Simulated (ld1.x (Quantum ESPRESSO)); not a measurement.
## Transferability test, TM potential for boron

```json
{
  "Element": "B (Z = 5)",
  "Generator": "ld1.x (Quantum ESPRESSO) 7.5",
  "Type": "norm-conserving Troullier–Martins (Kleinman–Bylander form)",
  "Functional": "BLYP",
  "Relativity": "scalar-relativistic",
  "Frozen core": "[He]",
  "Valence charge": "3",
  "Reference configuration": "2s2 2p0 (charge +1)",
  "Partial waves": "2s (bound): rc 1.50 bohr; 2p (bound, empty): rc 1.85 bohr",
  "Local potential": "the p channel",
  "Core correction": "a·sin(br)/r model core, default radius (core density twice the valence density)"
}
```

Energies are relative to the spin-unpolarised reference configuration 2s2 2p0; without spin polarisation the order of configurations can differ from experiment.

| valence configuration | charge | ΔE all-electron (eV) | error AE − PS (meV) |
| --- | --- | --- | --- |
| 2s2 2p1 | 0 | -8.173 | +14 |
| 2s1 2p0 | +2 | 25.350 | +17 |
| 2s2 2p0.5 | +0.5 | -5.316 | +6.1 |
| 2s1 2p1 | +1 | 6.052 | +11 |
| 2s0 2p3 | 0 | 3.425 | +69 |
| 2s2 2p1.3 | -0.3 | -8.890 | +16 |

Task: What are ΔE and the potential's error for 2s1 2p2?

Result: ΔE = -2.390 eV all-electron; the error (AE − PS) is +34 meV.
